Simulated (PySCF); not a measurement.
Species: C₆H₁₂OSi₂.
SMILES with atom numbers: `[CH3:1][C:2]#[C:3][Si@H:4]([O:5][SiH3:6])[CH:7]1[CH2:8][CH2:9]1`

Geometry (PBE0-D3(BJ)/def2-SVP, Å), atoms numbered from 1 in this order:
```xyz
21
C6H12OSi2 angstrom
C      2.7473    2.3255    0.1196
C      1.7615    1.3427    0.5275
C      0.9400    0.5106    0.8754
Si    -0.3111   -0.7366    1.3632
O      0.0450   -2.1871    0.6319
Si     0.4656   -2.8092   -0.8462
C     -1.9761   -0.1182    0.8274
C     -2.2773    1.3626    0.8203
C     -2.1241    0.6371   -0.4730
H      3.0136    2.1993   -0.9414
H      2.3638    3.3490    0.2533
H      3.6690    2.2286    0.7143
H     -0.2492   -0.9728    2.8310
H      0.9120   -4.2180   -0.6515
H      1.5755   -2.0163   -1.4574
H     -0.7054   -2.7922   -1.7756
H     -2.8177   -0.7691    1.0922
H     -3.2786    1.6761    1.1276
H     -1.4792    2.0508    1.1163
H     -1.2231    0.8316   -1.0639
H     -3.0188    0.4417   -1.0702
```

Definitions: NICS(0) = −σiso at the ring centroid; NICS(1) = −σiso and NICS(1)zz = −σzz at ±1 Å along the ring normal z. Level: GIAO PBE0/pcSseg-1 (PySCF, non-relativistic, gas phase) on the PBE0-D3(BJ)/def2-SVP geometry, one conformer.

Ring bond lengths (Å), with Mayer bond orders in brackets: C7–C8 1.511 (0.95), C8–C9 1.491 (0.97), C9–C7 1.511 (0.96).

**Question.** Give the NICS values of each ring in ppm.

**Answer.** 
```csv
ring,type,NICS(0),"NICS(1), two faces","NICS(1)zz, two faces",rms pucker (Å),"centre to ring atoms, mean (Å)"
C7–C8–C9,3-membered carbocycle; formal bonds all single,-44.9,-9.8 / -8.4,-27.1 / -24.5,0.00,0.87
```

**Question.** What do they say, and how far can they be read as aromaticity?

**Answer.** 
- C7–C8–C9: mean NICS(1)zz -25.8 ppm, shielded. C7, C8, C9 have four or more neighbours, so the value isn't read as a sign of a π ring current. NICS(0) lies 36 ppm below the mean NICS(1).

**Question.** List the ring angles and the Hirshfeld charges of the ring atoms.

**Answer.** 
- C7–C8–C9: C7 59.1° (-0.141 e), C8 60.4° (-0.085 e), C9 60.4° (-0.085 e); sum 180.0° against 180° for a flat convex ring.

**Question.** What are the shieldings of the ring atoms and their hydrogens in the same run (means over atoms taken as equivalent)?

**Answer.** 
```json
{"atoms": "C7", "environment": "sp3 carbon bound to silicon", "σ isotropic (ppm)": "187.3"}
{"atoms": "C8", "environment": "three-membered-ring carbon", "σ isotropic (ppm)": "182.5"}
{"atoms": "C9", "environment": "three-membered-ring carbon", "σ isotropic (ppm)": "181.6"}
{"atoms": "H17", "environment": "methine hydrogen", "σ isotropic (ppm)": "31.50"}
{"atoms": "H18", "environment": "methylene hydrogen", "σ isotropic (ppm)": "30.73"}
{"atoms": "H19", "environment": "methylene hydrogen", "σ isotropic (ppm)": "30.90"}
{"atoms": "H20", "environment": "methylene hydrogen", "σ isotropic (ppm)": "30.66"}
{"atoms": "H21", "environment": "methylene hydrogen", "σ isotropic (ppm)": "30.63"}
```

**Question.** How do the values depend on the level or the medium?

**Answer.** 
| level | NICS(0), C7–C8–C9 | mean NICS(1)zz, C7–C8–C9 |
| --- | --- | --- |
| PBE0/pcSseg-1, gas | -44.9 | -25.8 |
| WP04/pcSseg-1, gas | -42.8 | -24.0 |

The geometry is the same throughout.

The run took 52 s of wall time on one thread of an Arm Neoverse V1, no GPU, on a shared host, and the process peaked at 1.1 GiB of memory. This is the whole shielding run at PBE0/pcSseg-1, SCF included.
